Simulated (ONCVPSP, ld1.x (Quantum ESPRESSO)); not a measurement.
**Potentials for S compared**

Generated with ld1.x 7.5 (TM, RRKJ, ultrasoft, PAW), atompaw 4.2 or ONCVPSP 4.0.1. The cutoff is in Ry: for ld1.x and atompaw files where the sum of valence levels is converged to 10 mRy in a Bessel basis, for ONCV files where the hardest occupied wave has 1 mHa per electron of residual kinetic energy. The error is the largest all-electron minus pseudo excitation energy over each file’s own four to seven test configurations (ionisations up to +4, promotions, holes and added fractions of an electron), all of which were solved. The labels leave out finer settings (local radius, basis sizes, second energies), which also bear on the numbers. Spin-polarised tests are not counted. The rows are a selection from randomly drawn settings: files with unsolved tests, undetermined cutoffs or missed reference levels are left out.

A true bound ghost makes a file unfit for plane-wave use even where its test errors are small: the radial tests pick states by their node count and pass the ghost by.

```csv
potential,cutoff (Ry),largest error (meV),bound ghosts
"TM semilocal, PBE, scalar-relativistic, rc 1.10/1.20 (sp), local p, core correction yes, reference 3s2 3p3",80,+137,none
"ONCV, LDA (Perdew-Wang 92), fully relativistic, rc 1.20/1.20 (sp), local smoothed, core correction no, reference 3s2 3p4, qcut 6.4/6.8, projectors 2/3",28,+97,"s, p3/2, p1/2"
"ONCV, PBE, scalar-relativistic, rc 0.65/0.70 (sp), local smoothed, core correction no, reference 2s2 2p6 3s2 3p4, qcut 14.3/17.9, projectors 2/2",301,+356,none
"ultrasoft, PBE, scalar-relativistic, rc 1.40/1.20 (sp), local smoothed, core correction no, reference 3s1 3p5",30,-12,none
"TM, PBE, scalar-relativistic, rc 1.45/1.55 (sp), local s, core correction yes, reference 3s1.5 3p4.5",35,+201,none
"ONCV, PBE, scalar-relativistic, rc 0.65/0.65 (sp), local smoothed, core correction yes, reference 2s2 2p6 3s2 3p4, qcut 17.7/23.6, projectors 3/2",437,+143,none
"ONCV, LDA (Perdew-Zunger), scalar-relativistic, rc 0.75/0.70/0.75 (spd), local smoothed, core correction no, reference 2s2 2p6 3s1.75 3p4.25, qcut 20/19.2/11.8, projectors 2/2/1",338,+4.0,none
```

**Question.** Fill in the row for S: ONCV, PBE, scalar-relativistic, rc 1.40/1.65 (sp), local smoothed, core correction no, reference 3s2 3p2, qcut 5/5.3, projectors 1/2.

**Answer.** cutoff 27 Ry, largest error +13 meV, bound ghosts: none.

**Question.** Fill in the row for S: ONCV, PBE, scalar-relativistic, rc 1.30/1.60/1.55 (spd), local smoothed, core correction yes, reference 3s2 3p4, qcut 4.1/5/6.3, projectors 2/2/2.

**Answer.** cutoff 73 Ry, largest error -40 meV, bound ghosts: none.
